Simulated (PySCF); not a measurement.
C4H2Cl2Si. Atoms are numbered in the order given.

```xyz
9

C     -2.4935     0.0000     1.7610
C     -1.4950     0.0000     1.0672
Si     0.0000     0.0000     0.0392
Cl     0.0000     1.6673    -1.1540
Cl     0.0000    -1.6673    -1.1540
C      1.4950     0.0000     1.0672
C      2.4935     0.0000     1.7610
H     -3.3780     0.0000     2.3741
H      3.3780     0.0000     2.3741
```
Charge 0, spin multiplicity 1.

Geometry optimised at PBE0-D3(BJ)/def2-SVP.

Vertical ionisation energy (IE) and electron affinity (EA) in eV. Rows of orbital energies are one-electron estimates. Where ΔSCF, EOM or ADC give a negative EA the extra electron is unbound and the value depends on the basis.

```csv
level,IE,EA
"−ε(HOMO), −ε(LUMO), CAM-B3LYP/def2-TZVP (PySCF)",___,___
"−ε(HOMO), −ε(LUMO), PBE/def2-TZVP (PySCF)",7.37,2.17
```

Q: Complete the blanks. (The exact figures need the calculation; the answer reports its results.)

A: 
- −ε(HOMO), −ε(LUMO), CAM-B3LYP/def2-TZVP (PySCF), IE: 9.93
- −ε(HOMO), −ε(LUMO), CAM-B3LYP/def2-TZVP (PySCF), EA: 0.14
